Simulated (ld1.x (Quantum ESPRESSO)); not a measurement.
How hard is this boron (B) PAW potential?

- Element: boron (B)
- Generator: ld1.x (Quantum ESPRESSO) 7.5
- Type: PAW
- Functional: LDA (PZ)
- Relativity: scalar-relativistic
- Frozen core: [He]
- Valence charge: 3
- Reference configuration: 2s1.5 2p1.5
- Partial waves: 2s (bound): rcut 1.15, rcutus 1.55 bohr; 2s channel at 0.05 Ry: rcut 1.15, rcutus 1.55 bohr; 2p (bound): rcut 2.90, rcutus 3.05 bohr; 2p channel at 1.2 Ry: rcut 2.90, rcutus 3.05 bohr
- Local potential: all-electron potential smoothed inside 1.60 bohr (lloc = -2)
- Core correction: a·sin(br)/r model core, default radius (core density twice the valence density)
- Augmentation charge: PSQ, inside the norm-conserving radii

The pseudo-atom Hamiltonian at the reference potential is diagonalised in spherical Bessel functions j_l(qr) that vanish at 20 bohr, with q² up to the cutoff. All-electron valence levels (Ry): 2s -0.7079, 2p -0.2900.

Question: How do the lowest levels (Ry) of each channel move with the cutoff, and are there ghosts?

Answer:

```tsv
cutoff (Ry)	s #1	s #2	p #1	p #2	d #1	f #1	f #2	Σ f·Δε (mRy)
8	-0.7076	-0.0127	-0.2898	0.0294	0.0667	0.1135	0.2452	0.9
10	-0.7077	-0.0127	-0.2899	0.0294	0.0667	0.1135	0.2452	0.6
12	-0.7078	-0.0127	-0.2899	0.0294	0.0667	0.1135	0.2452	0.3
400	-0.7079	-0.0127	-0.2900	0.0294	0.0667	0.1135	0.2452	0.0
```

Result: no extra level below or beside the all-electron valence levels (s, p, d, f tested); 10 mRy is reached at 6 Ry and 1 mRy at 8 Ry.
